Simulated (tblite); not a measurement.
Species: C3H14N2Si2.
Cartesian coordinates in Å at the GFN2-xTB level; atoms count from 1:
```
atom  x, y, z in Å
C1    -3.6984   -0.1581    0.2656
C2    -2.2457   -0.3786   -0.1340
C3    -1.3920    0.8710    0.0932
N4    -0.0187    0.6999   -0.3063
Si5    1.1877    0.0377    0.7248
Si6    3.1084    0.0379   -0.5226
N7     4.3327   -0.5547    0.5392
H8    -4.2841   -1.0574    0.0904
H9    -4.1344    0.6538   -0.3130
H10   -3.7679    0.0984    1.3201
H11   -1.8199   -1.1994    0.4460
H12   -2.1931   -0.6554   -1.1905
H13   -1.3974    1.1261    1.1544
H14   -1.8278    1.7117   -0.4611
H15    0.0526    0.5306   -1.2985
H16    0.8400   -1.3004    1.2715
H17    1.1567    0.9093    1.9093
H18    3.6426    1.3375   -0.9448
H19    3.0044   -0.7428   -1.7796
H20    5.2879   -0.5585    0.2194
H21    4.1575   -1.3916    1.0706
```

Calculated harmonic vibrations of the isolated species, GFN2-xTB (tblite), most abundant isotopes, no scaling. The method is semi-empirical: single wavenumbers can be off by several per cent or more. Modes of hydrogen on silicon can be 10 to 20 % off. One conformer, not necessarily the lowest.

Harmonic wavenumbers (cm⁻¹): 25.9, 37.6, 58.1, 80.3, 111.0, 168.4, 219.4, 223.5, 262.4, 282.4, 395.4, 442.2, 474.6, 489.7, 510.1, 530.5, 593.8, 594.6, 681.9, 742.8, 783.9, 823.0, 828.2, 840.7, 867.0, 893.5, 914.5, 931.3, 1091.1, 1099.1, 1117.2, 1160.6, 1229.5, 1274.3, 1297.6, 1355.8, 1386.5, 1413.7, 1487.8, 1496.3, 1502.5, 1505.9, 1541.0, 2032.6, 2063.2, 2180.3, 2213.5, 2899.6, 2959.4, 2982.6, 2987.8, 3030.0, 3034.6, 3040.0, 3441.3, 3474.2, 3507.6.

A = 6298, B = 546.9, C = 535.4 MHz; mass 134.070 u (most abundant isotopes); point group C1, symmetry number 1.

Question: Zero-point energy?

Answer: Half the sum of the wavenumbers: 36806 cm⁻¹ = 440.30 kJ/mol.

Question: Entropy at 273.15 K, 1 bar (ideal gas, RRHO, classical rotation)?

Answer: Translation 168.13, rotation 122.53, vibration 155.88: S = 446.5 J/(mol K).

Question: And Cp and H(273.15 K) − H(0)?

Answer: Cp = 176.78 J/(mol K), of which vibrations give 143.52 (their classical limit is 57 R = 473.9); H(273.15 K) − H(0) = 29.88 kJ/mol without the zero-point energy, 20.80 from vibrations.

Question: Blend soft modes into free rotors: weight 1/[1 + (100 cm⁻¹/ν̃)⁴] for the oscillator and the rest for a rotor with moment μB/(μ + B), μ = h/(8π²ν), B = 10⁻⁴⁴ kg m². What vibrational entropy results?

Answer: 135.59 J/(mol K) in place of 155.88, which changes −T·S at 273.15 K by +5.54 kJ/mol.

Question: What must be added to the electronic energy to get the Gibbs energy at 273.15 K and 1 bar?

Answer: ZPE + [H(273.15 K) − H(0)] − T·S = 440.30 + 29.88 − 121.97 = 348.21 kJ/mol.

Question: How do the functions run with temperature in this model?

Answer: 
| T (K) | S (J/(mol K)) | Cp (J/(mol K)) | H − H(0) (kJ/mol) | G − H(0) (kJ/mol) | ln q(vib) |
| --- | --- | --- | --- | --- | --- |
| 100 | 318.1 | 92.9 | 6.55 | -25.26 | 3.44 |
| 200 | 397.2 | 141.2 | 18.25 | -61.20 | 7.09 |
| 300 | 463.7 | 189.4 | 34.80 | -104.31 | 10.49 |
| 500 | 580.3 | 269.3 | 81.12 | -209.01 | 16.90 |
| 800 | 725.2 | 347.0 | 174.56 | -405.62 | 25.73 |
| 1000 | 806.5 | 381.4 | 247.57 | -558.97 | 31.08 |

q(vib) and H(0) count from the zero-point level.

Hindered rotation and anharmonicity are outside this model. Other conformers, if any are populated, would add a mixing term that is left out. The structure is chiral; the term R ln 2 for an equal mix with its mirror image is left out.
